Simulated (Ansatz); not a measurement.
Reaction (formal exchange of groups at the Si–S bond): `S[SiH2]BCl` + SiH₄ → `[SiH3][SiH2]BCl` + H₂S

Computed with Ansatz on PBE0-D4/def2-TZVP structures; ΔE is electronic, products minus reactants. CCSD(T)/CBS adds triple-zeta CCSD(T) − MP2 to the extrapolated MP2 energy (def2 sets, frozen cores). This one scheme is used for every species. Functionals use def2-TZVPP. Each species was taken in one conformer, which may not be the lowest.

```
          level  ΔE (kJ/mol)
    LDA (SPW92)         37.1
       BHLYP-D4         52.0
   CAM-B3LYP-D4         49.0
         B2PLYP         50.8
           BLYP         45.9
         r2SCAN         45.7
CCSD/def2-TZVPP         46.9
 CCSD/CBS(def2)         48.9
```

Question: What does CCSD(T)/CBS give? (Best estimate.)

Answer: Ansatz gave: +48.4 kJ/mol. The listed levels differ from it by -11.3, 3.6, 0.6, 2.4, -2.5, -2.7, -1.5, 0.5 kJ/mol.

Largest T1 diagnostic among the species: 0.014.

Leaving LDA and LC-ωPBE aside and taking each functional with its dispersion term where it has one, the values, not all of them listed here, spread over 13.5 kJ/mol, from PBE-D4 to BHLYP-D4. In def2-TZVPP, CCSD(T) changes the Hartree–Fock value by −12.7 kJ/mol (the triples alone add −0.5 kJ/mol) and MP2 by −3.8 kJ/mol.
